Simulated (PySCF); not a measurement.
CH3NO, charge +1, doublet, at a GFN2-xTB geometry (a state made from the parent by changing its charge; the spin is typed, not shown lowest). Base run: PySCF with CCSD(T)/3-21G.

Input for PySCF:
```python
from pyscf import gto, scf, cc

mol = gto.M(
    atom='''
N    -1.07509974    0.20433876    0.11666389
C     0.21158204    0.22817973   -0.04331831
O     1.10820948   -0.55611055   -0.09405105
H    -1.54880391   -0.69423290    0.24305677
H    -1.66441500    1.03134451    0.12637816
H     0.60374895    1.31232308   -0.17376392
''',
    basis='3-21g',
    charge=1,
    spin=1,
    verbose=3,
)

mf = scf.UHF(mol)
mf.kernel()

mycc = cc.CCSD(mf)
mycc.kernel()
et = mycc.ccsd_t()
print('E(CCSD(T)) = %.10f' % (mycc.e_tot + et))
mf.analyze()
```

The base run was repeated with changes; each row names its change, and settings that it needs were set with it.

```
change                                ΔE vs base (mEh)  MP2 correlation (Eh)  CC correlation without the perturbative part (Eh)  basis functions
------------------------------------  ----------------  --------------------  -------------------------------------------------  ---------------
base                                             0.000              -0.28565                                           -0.30958               33
cart = on                                        0.000              -0.28565                                           -0.30958               33
frozen = 3                                           …                     …                                                  …               33
frozen = 2                                           …                     …                                                  …               33
density fitting = JK and correlation             0.219              -0.28561                                           -0.30957               33
cc.iterative_damping = 0.8                       0.000              -0.28565                                           -0.30958               33
method = ccsd                                    9.217              -0.28565                                           -0.30958               33
frozen = 4                                           …                     …                                                  …               33
cc.diis_space = 3                                0.000              -0.28565                                           -0.30958               33
cc.direct = True                                 0.000              -0.28565                                           -0.30958               33
```

Fill in the missing entries.


- frozen = 3, ΔE vs base (mEh): 4.944
- frozen = 3, MP2 correlation (Eh): -0.28042
- frozen = 3, CC correlation without the perturbative part (Eh): -0.30471
- frozen = 2, ΔE vs base (mEh): 3.405
- frozen = 2, MP2 correlation (Eh): -0.28201
- frozen = 2, CC correlation without the perturbative part (Eh): -0.30622
- frozen = 4, ΔE vs base (mEh): 47.308
- frozen = 4, MP2 correlation (Eh): -0.24007
- frozen = 4, CC correlation without the perturbative part (Eh): -0.26315

Open shells are given as the SCF converged; they aren't shown to be the lowest states, and a large step between rows can be another state.
